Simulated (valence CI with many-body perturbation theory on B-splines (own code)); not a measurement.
Results of a calculation; reference values are marked as such.
# From CI to CI+MBPT in La26+

Method: configuration interaction combined with many-body perturbation theory (CI+MBPT): three valence electrons over a frozen Dirac-Fock core [Ar] 3d10, radial functions for each j: 11 s, 11 p, 9 d, 7 f, 5 g, 2 h, 1 i, with the one-electron correlation potential Σ1, the two-electron term Σ2, the three-electron term Σ3, Breit, model QED; selected CI, second order for the rest (own B-spline code, finite nucleus).

No measured spectrum was set against this ion. As an estimate, large intervals hold to a few tenths of a per cent, small ones and those within an open d or f shell to about a per cent.

Each rung adds one term. CI alone is the Dirac-Coulomb CI over the frozen core; QED comes last and gives the full result, which names the levels. Energies are above (4s^2 4p1/2) J=1/2 on the same rung, in cm⁻¹.

Levels are named by their leading jj configuration (3d3/2^4 stands for four electrons in 3d with j = 3/2), which in mixed levels can hold well under half, so a name can repeat and another be missing. Letters in brackets count levels of one name in rising energy.

| Level | CI alone |
| --- | --- |
| (4s^2 4p3/2) J=3/2 | 190794 |
| (4s 4p1/2^2) J=1/2 | 451596 |
| (4s 4p1/2 4p3/2) J=3/2 [a] | 585122 |
| (4s 4p1/2 4p3/2) J=5/2 | 626569 |
| (4s 4p1/2 4p3/2) J=3/2 [b] | 692859 |
| (4s 4p1/2 4p3/2) J=1/2 | 726597 |
| (4s 4p3/2^2) J=5/2 | 804542 |
| (4s 4p3/2^2) J=1/2 | 915335 |
| (4s 4p3/2^2) J=3/2 | 923562 |
| (4s^2 4d3/2) J=3/2 | 1027690 |
| (4s^2 4d5/2) J=5/2 | 1061140 |
| (4p1/2^2 4p3/2) J=3/2 | 1170080 |
| (4p1/2 4p3/2^2) J=3/2 | 1319290 |
| (4p1/2 4p3/2^2) J=5/2 | 1322650 |
| (4s 4p1/2 4d3/2) J=3/2 [a] | 1366450 |
| (4p1/2 4p3/2^2) J=1/2 | 1395750 |

Q: What do these energies become with core correlation, Breit and QED?

A: (4s^2 4p3/2) J=3/2 190088 (-706); (4s 4p1/2^2) J=1/2 452476 (+880); (4s 4p1/2 4p3/2) J=3/2 [a] 586886 (+1764); (4s 4p1/2 4p3/2) J=5/2 626859 (+290); (4s 4p1/2 4p3/2) J=3/2 [b] 690258 (-2601); (4s 4p1/2 4p3/2) J=1/2 719295 (-7303); (4s 4p3/2^2) J=5/2 804120 (-422); (4s 4p3/2^2) J=1/2 909668 (-5667); (4s 4p3/2^2) J=3/2 914986 (-8576); (4s^2 4d3/2) J=3/2 1018140 (-9550); (4s^2 4d5/2) J=5/2 1051490 (-9652); (4p1/2^2 4p3/2) J=3/2 1164390 (-5685); (4p1/2 4p3/2^2) J=3/2 1314190 (-5097); (4p1/2 4p3/2^2) J=5/2 1319710 (-2946); (4s 4p1/2 4d3/2) J=3/2 [a] 1364550 (-1897); (4p1/2 4p3/2^2) J=1/2 1388680 (-7071).

Q: How does the ionisation energy move along the ladder, and which term matters most?

A: CI alone 906.10, + Σ1 907.67, + Σ2 907.51, + Σ3 907.47, + Breit 906.66, + QED 906.69 eV. The largest step is Σ1, 1.57 eV. NIST lists 906 ± 4 eV (theoretical).
